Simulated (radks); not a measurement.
Values are calculated unless marked as measured or tabulated.
Ionisation of the phosphorus ion P3+, [Ne] 3s2, to [Ne] 3s1 as the strength of local exchange is varied. Code: a radial shooting solver on a logarithmic mesh with Libxc functionals. Model: scalar-relativistic Kohn-Sham, Slater X-alpha exchange (alpha = 2/3 is LDA exchange), no correlation, spin-polarised, spherical densities, point nucleus.

| alpha | E(P3+) (hartree) | exchange (hartree) | IE (eV) | -e of the level emptied (eV) | <r> of it (bohr) |
|---|---|---|---|---|---|
| 0.667 | -337.63168 | -19.85650 | 49.802 | 44.347 (3s) | 1.676 |
| 0.715 | -339.06320 | -21.35334 | 50.435 | 45.064 (3s) | 1.665 |
| 0.784 | -341.12900 | -23.52099 | 51.353 | 46.104 (3s) | 1.650 |
| 0.802 | -341.66945 | -24.08956 | 51.594 | 46.377 (3s) | 1.646 |
| 0.999 | -347.62631 | -30.39594 | 54.263 | 49.420 (3s) | 1.604 |
| 1.027 | -348.47920 | -31.30473 | 54.648 | 49.860 (3s) | 1.598 |

NIST Atomic Spectra Database: 51.444 eV (measured). The Delta-SCF value meets it near alpha = 0.79.
